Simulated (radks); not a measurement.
Problem. Ba IX, 48 electrons, occupied as [Kr] 4d10 5s2. Calculated with a radial shooting solver on a logarithmic mesh with Libxc functionals: scalar-relativistic Kohn-Sham, LDA (Slater exchange, VWN5 correlation), spin-polarised, spherical densities, finite nucleus; Fermi nuclear charge, rms radius 4.8378 fm. Some entries of the table are withheld. Estimate them.

| orbital | occ. | eigenvalue (eV) | r(max) (bohr) |
|---|---|---|---|
| 1s | 2 | -37325.90 | 0.01644 |
| 2s | 2 | -5990.939 | 0.09296 |
| 2p | 6 | -5386.595 | 0.07464 |
| 3s | 2 | (1) | 0.2666 |
| 3p | 6 | -1153.736 | 0.2607 |
| 3d | 10 | -871.2954 | 0.2149 |
| 4s | 2 | -347.0227 | 0.6238 |
| 4p | 6 | (2) | 0.6519 |
| 4d | 10 | -192.3599 | 0.6912 |
| 5s | 2 | -125.2046 | 1.385 |

Solution. 
(1) 3s eigenvalue (eV): -1347.598
(2) 4p eigenvalue (eV): -284.0976
